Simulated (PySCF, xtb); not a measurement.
C3H3N2, SMILES [c]1ccn[nH]1, multiplicity 2.

Harmonic wavenumbers (cm⁻¹) from GFN2-xTB (xtb) at its own minimum, in rising order: 483, 592, 639, 802, 812, 827, 848, 1037, 1066, 1158, 1192, 1323, 1334, 1380, 1507, 3167, 3208, 3468.

Task: What does PBE-D3(BJ)/def2-SVP (PySCF) give at its own minimum? (The exact figures need the calculation; the answer reports its results.)

Result: 471, 579, 667, 751, 843, 853, 885, 1009, 1062, 1153, 1226, 1296, 1371, 1415, 1497, 3167, 3215, 3578. Paired by order, the mean absolute difference is 27 cm⁻¹ and the zero-point energies are 35.5 and 35.8 kcal/mol.
